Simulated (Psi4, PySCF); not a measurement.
PySCF was given this input:
```python
from pyscf import gto, scf, dft

mol = gto.M(
    atom='''
C    -4.391860   -0.362715   -0.122096
C    -2.979753   -0.397341   -0.689992
C    -2.185873   -1.580370   -0.145812
C    -0.801153   -1.687628   -0.713546
Sn    0.583888   -0.006596   -0.016441
Cl    0.704224    1.830881   -1.472699
Cl   -0.058770    0.868695    2.065512
Cl    2.801128   -0.717010    0.268109
H    -4.933809   -1.269259   -0.383940
H    -4.938858    0.489283   -0.516646
H    -4.363698   -0.279109    0.961719
H    -2.464284    0.531537   -0.427279
H    -3.021948   -0.458313   -1.779697
H    -2.149830   -1.526486    0.945238
H    -2.709678   -2.509717   -0.401691
H    -0.274357   -2.580087   -0.386092
H    -0.777998   -1.603365   -1.796580
''',
    basis='sto-3g',
    charge=0,
    spin=0,
    verbose=3,
)

mf = dft.RKS(mol)
mf.xc = 'b3lyp5'
mf.grids.atom_grid = (99, 590)
mf.grids.prune = None
mf.kernel()
```

### Question
Convert this to an input for Psi4.

### Answer
This is not unique; one that fits is 
```
memory 2 GB

molecule {
0 1
  C    -4.39186046   -0.36271527   -0.12209630
  C    -2.97975254   -0.39734081   -0.68999203
  C    -2.18587318   -1.58037032   -0.14581249
  C    -0.80115302   -1.68762794   -0.71354593
  Sn    0.58388813   -0.00659587   -0.01644072
  Cl    0.70422409    1.83088088   -1.47269867
  Cl   -0.05877016    0.86869545    2.06551217
  Cl    2.80112772   -0.71700956    0.26810920
  H    -4.93380889   -1.26925862   -0.38393982
  H    -4.93885832    0.48928349   -0.51664614
  H    -4.36369763   -0.27910897    0.96171888
  H    -2.46428360    0.53153745   -0.42727938
  H    -3.02194787   -0.45831259   -1.77969678
  H    -2.14983028   -1.52648620    0.94523797
  H    -2.70967763   -2.50971708   -0.40169133
  H    -0.27435719   -2.58008738   -0.38609232
  H    -0.77799848   -1.60336543   -1.79658010
}

set basis sto-3g
set scf_type pk
set puream true
set d_convergence 1e-8
set dft_radial_points 99
set dft_spherical_points 590

energy('b3lyp5')
print_variables()
```

Both were run: PySCF gave -7486.540871 Eh and Psi4 -7486.540858 Eh, 0.013 mEh apart.
